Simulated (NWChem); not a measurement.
**Lowest excitation of SSn**

```
Sn
S 1 2.2226
```
Charge 0, spin multiplicity 1.

Everything below was run with NWChem. The geometry was optimised at PBE0/def2-SVP with def2 effective core potentials on Sn, a minimum by its harmonic frequencies.

Basis set: def2-SVPD.

```tsv
method	lowest vertical singlet excitation energy (eV)	relative cost	difference from EOM-CCSD
TDA-LDA (SVWN5)	3.15	1	-0.24
TD-PBE	3.17	under 3	-0.21
CIS	3.56	under 3	+0.18
EOM-CCSD	3.38	under 3	0.00
TD-B3LYP	3.12	4	-0.27
```

The values span 0.45 eV, from TD-B3LYP (lowest) to CIS (highest). The cost column gives rough processor time relative to TDA-LDA (SVWN5); each entry includes its own SCF.

Effective core potentials replace the inner electrons of Sn; spin-orbit coupling is left out. The correlated methods keep 9 core orbitals frozen. B3LYP has NWChem's definition, with VWN1-RPA local correlation. The structure started from a generated list of species. Coupled-cluster values serve here as a point of comparison, not as the truth.
